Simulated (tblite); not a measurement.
Compound: C₄H₇BGeO₂.
Atom-mapped SMILES: `[OH:1][B:2]([OH:3])[C:4]1=[CH:5][GeH2:6][CH:7]=[CH:8]1` (hydrogens: H9 on O1; H10 on O3; H11 on C5; H12, H13 on Ge6; H14 on C7; H15 on C8)

Geometry (GFN2-xTB, Å), atoms numbered from 1 in this order:
```xyz
15
C4H7BGeO2 angstrom
O     -2.3170   -1.5031    0.1714
B     -1.7877   -0.2560    0.2607
O     -2.5237    0.8439    0.5643
C     -0.2458   -0.0794    0.0022
C      0.5876   -1.1008   -0.2722
Ge     2.3938   -0.4143   -0.5123
C      1.6809    1.3639   -0.1696
C      0.3682    1.2554    0.0539
H     -3.2573   -1.5893    0.3337
H     -3.4601    0.7152    0.7197
H      0.2290   -2.1137   -0.3294
H      3.4134   -0.8976    0.4810
H      2.9962   -0.6175   -1.8741
H      2.1966    2.3088   -0.1476
H     -0.2786    2.0927    0.2720
```

Method: GFN2-xTB as coded in tblite; computed harmonic values from a numerical Hessian at the method's own geometry, unscaled. Errors from tens to a few hundred cm⁻¹ against measured bands are possible. Modes of hydrogen on germanium can be 10 to 20 % off. One conformer, not necessarily the lowest.

Harmonic wavenumbers (cm⁻¹): 33.3, 103.7, 127.9, 227.9, 258.7, 358.5, 379.3, 423.6, 429.0, 516.0, 521.9, 551.0, 564.4, 595.5, 622.7, 657.9, 701.8, 763.9, 786.5, 825.7, 838.0, 918.3, 921.0, 953.0, 1022.9, 1107.8, 1175.5, 1241.5, 1259.9, 1306.9, 1537.2, 1600.8, 1943.6, 1999.9, 3068.5, 3089.3, 3099.4, 3600.7, 3603.7.

A = 3710, B = 733.1, C = 616.5 MHz; mass 171.975 u (most abundant isotopes); point group Cs, symmetry number 1.

Task: What is the zero-point energy?

Result: ½Σν̃ = 21869 cm⁻¹ = 261.60 kJ/mol.

Task: Give the ideal-gas entropy at 273.15 K and 1 bar in the rigid-rotor, harmonic-oscillator model (classical rotation).

Result: Translation 171.23, rotation 122.92, vibration 93.44: S = 387.6 J/(mol K).

Task: And Cp and H(273.15 K) − H(0)?

Result: Cp = 144.88 J/(mol K), of which vibrations give 111.62 (their classical limit is 39 R = 324.3); H(273.15 K) − H(0) = 23.09 kJ/mol without the zero-point energy, 14.00 from vibrations.

Task: Which modes carry the vibrational entropy at 273.15 K?

Result: 33.3 cm⁻¹: 22.80; 103.7 cm⁻¹: 13.45; 127.9 cm⁻¹: 11.75; 227.9 cm⁻¹: 7.28; 258.7 cm⁻¹: 6.36; 358.5 cm⁻¹: 4.16 J/(mol K); the other 33 give 27.65 together.

Task: What must be added to the electronic energy to get the Gibbs energy at 273.15 K and 1 bar?

Result: ZPE + [H(273.15 K) − H(0)] − T·S = 261.60 + 23.09 − 105.87 = 178.82 kJ/mol.

Hindered rotation and anharmonicity are outside this model. Other conformers, if any are populated, would add a mixing term that is left out.
